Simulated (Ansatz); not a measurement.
The cluster GaAs₂⁻, relaxed as a quintet with UKS PBE-D4/def2-TZVPD in Ansatz, starting from the PBE-D4/def2-TZVPD geometry of the charge -1 singlet. Force threshold 0.02 eV/Å.

The highest occupied level of the charge -1 quintet lies above zero (up to 1.79 eV). The electron is either unbound and held by the finite basis, or the level is raised by self-interaction error. At PBE-D4/def2-TZVPD a singlet of charge -1 lies 2.66 eV below the quintet, each at its own geometry. The structure comes from a short search, and lower isomers may exist.

Start:

Cartesian coordinates in Å:
```
Ga -1.3717 0.6308 0.3359
As 1.2161 0.5789 0.3182
As 0.1556 -1.2096 -0.6541
```

(1) Estimate the energy that the relaxation releases and the steps that it takes.

(2) Does the start keep its bonding and symmetry?

(3) Predict the relaxed structure.

Results:

(1) 1.1 kcal/mol, in 3 steps; 4.9 s on 4 threads of Arm Neoverse V2 on a shared host. No frequencies were taken in this run, so the end may be a saddle point.

(2) By distances, no bond broke or formed. The bond that changes most is As2–As3, from 2.30 to 2.38 Å (atoms count from 1). Point group C2v at the start, C2v at the end, both within 0.05 Å.

(3) 
```xyz
3

Ga   -1.3676    0.6288    0.3349
As    1.2344    0.6142    0.3374
As    0.1332   -1.2430   -0.6723
```
Bond lengths: 2 × As–Ga 2.60 Å; 1 × As–As 2.38 Å.
